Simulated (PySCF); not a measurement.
**Spinor energies of I²⁺ (iodine, charge +2)**

Start: [Kr] 4d10 5s2 5p3; 5p1/2 filled at m_j = -1/2, +1/2; 5p3/2 filled at m_j = +3/2. Calculated with PySCF 2.14 in x2c-QZVPPall-2c: generalised Hartree-Fock with the X2C-1e Hamiltonian and a Gaussian nucleus; one run each with spin-orbit coupling (SO) switched off, then screened by Boettger's factors.

| spinor shell | electrons | ε, spin-free (eV) | ε, screened SO (eV) | weight of nominal j (screened SO) | rms radius, screened SO (bohr) |
| --- | --- | --- | --- | --- | --- |
| 1s1/2 | 2 | -33355.0 | -33351.6 | 1.000 | 0.0311 |
| 2s1/2 | 2 | -5270.5 | -5269.5 | 1.000 | 0.127 |
| 2p1/2 | 2 | -4725.4 | -4933.3 | 1.000 | 0.109 |
| 2p3/2 | 4 | -4725.4 | -4631.7 | 1.000 | 0.115 |
| 3s1/2 | 2 | -1122.8 | -1122.4 | 1.000 | 0.334 |
| 3p1/2 | 2 | -941.81 | -982.01 | 1.000 | 0.327 |
| 3p3/2 | 4 | -941.81 | -923.47 | 1.000 | 0.338 |
| 3d3/2 | 4 | -671.55 | -678.60 | 1.000 | 0.311 |
| 3d5/2 | 6 | -671.55 | -666.44 | 1.000 | 0.314 |
| 4s1/2 | 2 | -231.31 | -231.16 | 1.000 | 0.787 |
| 4p1/2 | 2 | -171.96 | -179.87 | 0.999 | 0.826 |
| 4p3/2 | 4 | -171.96 | -168.24 | 0.999 | 0.855 |
| 4d3/2 | 4 | -82.784 | -83.856 | 0.984 | 0.984 |
| 4d5/2 | 6 | -82.784 | -81.890 | 0.989 | 0.993 |
| 5s1/2 | 2 | -41.286 | -41.244 | 1.000 | 2.03 |
| 5p1/2 | 2 | -30.316 | -30.598 | 0.656 | 2.32 |
| 5p3/2 | 1 | -30.316 | -29.759 | 1.000 | 2.37 |

```csv
quantity,spin-free,screened SO
E (hartree),-7110.75005,-7112.90707
M_J,3/2,3/2
⟨J²⟩,3.752,3.758
⟨L²⟩,0.000,0.148
⟨S²⟩,3.752,3.603
```

Each row is a mean over spinors that exchange with the open shell spreads, by up to 7.708 eV (5s1/2).

Rows whose weight is well below 1 are mixtures of j = l ± 1/2: exchange outweighs spin-orbit coupling there, and the label is only the starting occupation.

Breit and QED terms are absent; they matter most for the inner s and p1/2 levels.

Densities and radii are taken from the X2C orbitals without a picture-change correction, which distorts them close to the nucleus.

Without spin-orbit coupling the j labels of p, d and f shells carry no meaning; the spin-free column gives the mean over the occupied spinors of each nl shell.
